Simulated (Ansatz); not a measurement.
Molecule: LaF2, net charge 1, singlet state. The spin state was set by rule; other spins were not relaxed. 
Coordinates optimised at B3LYP-D3(BJ)/def2-TZVP (Ansatz, a program for electronic structure):
```
La
F 1 2.0689
F 1 2.0689 2 109.58
```
Charge +1, spin multiplicity 1.

Basis-set convergence of Hartree-Fock and CCSD correlation energies (hartree) with Ansatz. Correlated levels leave the core frozen unless marked. No spin-orbit coupling. The frozen core is the preceding noble-gas configuration, with the filled d and f shells of earlier blocks. In def2 rows, elements after Kr have scalar-relativistic effective core potentials.

```csv
basis,functions,E(HF),"E(corr, CCSD)"
def2-SVP,60,-229.80864,-0.42486
def2-TZVPP,118,-230.06779,-0.55434
def2-QZVPP,195,-230.08236,-0.60143
```

Extrapolating the two largest sets (X = 3 and 4) as X^-3: E(corr) = (64·(-0.60143) - 27·(-0.55434))/37 = -0.6358 Eh, an estimate of the basis-set limit. The largest set recovers 94.6 % of it, the smallest 66.8 %.
